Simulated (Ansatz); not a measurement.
(H2B-mu-NHMe)3 (C3H18B3N3). Charge 0, multiplicity 1. Geometry r2SCAN-D4/def2-SVP, basis def2-TZVP, Ansatz.

Cartesian coordinates in Å:
```
B -0.200 1.078 0.931
H -1.319 0.994 1.407
H 0.443 2.035 1.361
N -0.330 1.222 -0.643
C -1.149 2.410 -0.961
B -0.918 -0.042 -1.397
H -0.816 0.139 -2.609
H -2.065 -0.215 -1.027
N -0.052 -1.314 -0.992
C 1.252 -1.388 -1.679
B 0.035 -1.569 0.576
H -1.086 -1.783 1.001
H 0.823 -2.489 0.787
N 0.593 -0.255 1.265
C 0.636 -0.446 2.729
H 0.601 1.418 -1.024
H -1.198 2.559 -2.050
H -0.730 3.303 -0.474
H -2.163 2.240 -0.580
H -0.611 -2.101 -1.331
H 1.896 -0.558 -1.348
H 1.123 -1.297 -2.767
H 1.767 -2.329 -1.433
H 1.567 -0.128 0.973
H 1.057 0.445 3.218
H 1.234 -1.335 2.980
H -0.391 -0.596 3.086
```

```tsv
run	HOMO (eV)	LUMO (eV)
A	-6.67	-0.02
B	-7.54	-0.05
C	-7.16	0.24
D	-9.16	1.06
E	-7.70	0.26
F	-6.38	-0.57
```

B3LYP takes the VWN-RPA correlation.

Q: The runs used B3LYP, CAM-B3LYP, PBE, PBE0, r2SCAN, r2SCANh. Estimate which is which.

A: A r2SCAN (0 % exact exchange); B B3LYP (20 % exact exchange); C r2SCANh (10 % exact exchange); D CAM-B3LYP (range-separated); E PBE0 (25 % exact exchange); F PBE (0 % exact exchange). Exact exchange lowers occupied and raises empty levels; among semilocal functionals meta-GGAs tend to open the gap a little, and such runs are hard to tell apart. The gap grows from 5.81 eV (PBE) to 10.21 eV (CAM-B3LYP).
